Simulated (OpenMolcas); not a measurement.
A run on Cr2+ among 6 point charges of -1.5 e arranged as a trigonal prism (D3h), 2.04 Å from the ion, with a polar angle of 55.0° against the regular 49.1°.

| Quantity | Value |
| --- | --- |
| Program | OpenMolcas |
| Method | SS-CASPT2, IPEA 0.25 Eh, imaginary shift 0.1 Eh (closed shells correlated: 3s 3p) |
| Basis | ANO-RCC-VTZP [6s5p3d2f1g] |
| Scalar Hamiltonian | DKH2, point nucleus |
| Active space | 4 electrons in 5 orbitals (3d) |
| State averaging | 2S+1 = 5 even, 5 roots; 2S+1 = 3 even, 45 roots; 2S+1 = 1 even, 50 roots |
| Spin-orbit coupling | RASSI with atomic mean-field integrals over the reference wave functions |

First CASPT2 step and the start of its output:

```
&CASPT2
Multistate=5 1 2 3 4 5
NoMult
Frozen=5
IPEA=0.25
Imaginary=0.1
MaxIter=60
WThr=0.0 0.3 0.05
PrWF=0.5
NoMix
```

```
--- CASPT2 ---
Orbital specifications:
      -----------------------

      Symmetry species                           1
                                                 a
      Frozen orbitals                            5
      Inactive orbitals                          4
      Active orbitals                            5
      Secondary orbitals                        45
      Deleted orbitals                           0
      Number of basis functions                 59
Type of calculation                        SS-CASPT2
      Fock operator                              state-specific
      IPEA shift                                 0.25
      Real shift                                 0.00
      Imaginary shift                            0.10
      The input orbitals will be transformed to quasi-canonical
Reference energy:       -1053.5588855560
      E2 (Non-variational):      -0.3904942590
      Shift correction:           0.0006606311
      E2 (Variational):          -0.3898336278
      Total energy:           -1053.9487191839
      Residual norm:              0.0000003008
      Reference weight:           0.93026
      Contributions to the CASPT2 correlation energy
      Active & Virtual Only:         -0.0523019383
      One Inactive Excited:          -0.1891770924
      Two Inactive Excited:          -0.1490152282
Reference energy:       -1053.5588855177
      E2 (Non-variational):      -0.3904888474
      Shift correction:           0.0006589108
      E2 (Variational):          -0.3898299365
      Total energy:           -1053.9487154542
      Residual norm:              0.0000002071
      Reference weight:           0.93024
      Contributions to the CASPT2 correlation energy
      Active & Virtual Only:         -0.0522957123
...
```

Over all roots the printed reference weights run from 0.17 to 0.94, and roots that are degenerate in the reference spread by up to 11000 cm-1.

Q: Did the run give usable levels, and if not, why?

A: No. The equations converged, but the reference weight falls to 0.17 for at least one root against 0.94 for the best. A drop of that size marks an intruder state, so the energies of such roots and the levels built on them can't be trusted.
